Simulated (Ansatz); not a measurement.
C₃H₃Cl₂GaO₂ (`[Cl][Ga-]1([Cl])[O]C=CC=[O+]1`). Charge 0, multiplicity 1. Geometry: relaxed with PBE0-D4/def2-TZVP.

```xyz
11

Cl    0.699   -3.220    0.654
Ga    1.128   -1.319   -0.212
Cl    2.914   -1.002   -1.334
O     0.980    0.031    1.129
C     0.079    0.923    1.117
C    -0.927    1.085    0.174
C    -1.087    0.254   -0.927
O    -0.372   -0.744   -1.242
H     0.122    1.629    1.952
H    -1.624    1.900    0.305
H    -1.912    0.463   -1.615
```

(1) What is the dipole moment at PBE/def2-TZVPP? (Estimate.)

(2) And with r2SCAN, B3LYP, ωB97M-V? (Estimate.)

(3) Give the Mulliken charges with PBE, r2SCAN, ωB97M-V in def2-TZVPP. (Estimate.)

## Answers

(1) Ansatz gave: 5.34 D, with components (-3.45, 4.03, 0.65) D in this frame, pointing from negative to positive charge.

(2) Ansatz gave: r2SCAN 5.56 D, B3LYP 5.64 D, ωB97M-V 5.67 D.

(3) The calculation gave: 
```csv
atom,PBE,r2SCAN,ωB97M-V
Cl1,-0.25,-0.28,-0.25
Ga2,0.50,0.60,0.57
Cl3,-0.25,-0.28,-0.25
O4,-0.20,-0.29,-0.30
C5,0.12,0.23,0.18
C6,-0.15,-0.18,-0.19
C7,0.12,0.23,0.18
O8,-0.20,-0.29,-0.30
H9,0.10,0.09,0.12
H10,0.11,0.09,0.11
H11,0.10,0.09,0.12
```

B3LYP here is the variant with VWN-RPA as its local correlation; programs differ in this.
